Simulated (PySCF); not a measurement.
C3H9AlO. Atoms are numbered in the order given.

```xyz
14

Al    -0.4402     1.2038     0.5767
H     -2.0060     1.3190     0.8253
O      0.5675     2.5083     1.0358
H      0.2734     3.3297     1.4397
C      0.4377    -0.3464    -0.2328
C     -0.4682    -1.5372    -0.5872
C      0.2820    -2.7096    -1.2213
H      1.2450    -0.6727     0.4515
H      0.9717     0.0054    -1.1374
H     -0.9929    -1.8915     0.3189
H     -1.2696    -1.2072    -1.2734
H      0.7825    -2.4000    -2.1541
H     -0.3934    -3.5467    -1.4636
H      1.0626    -3.0924    -0.5426
```

Coordinates come from a B3LYP-D3(BJ)/def2-SVP optimisation. The structure was generated by enumeration; whether it is a known compound was not checked. Other conformers were not sampled.

Vertical ionisation energy (IE) and electron affinity (EA) in eV. Rows of orbital energies are one-electron estimates. Where ΔSCF, EOM or ADC give a negative EA the extra electron is unbound and the value depends on the basis.

```json
[
 {"level": "−ε(HOMO), −ε(LUMO), PBE0/def2-TZVP (PySCF)", "IE": "(withheld)", "EA": "(withheld)"},
 {"level": "−ε(HOMO), −ε(LUMO), PBE/def2-TZVP (PySCF)", "IE": "6.30", "EA": "1.28"}
]
```

Some entries are withheld; supply them. (Estimate from the structure and the level; the computed values follow.)


- −ε(HOMO), −ε(LUMO), PBE0/def2-TZVP (PySCF), IE: 7.55
- −ε(HOMO), −ε(LUMO), PBE0/def2-TZVP (PySCF), EA: 0.52
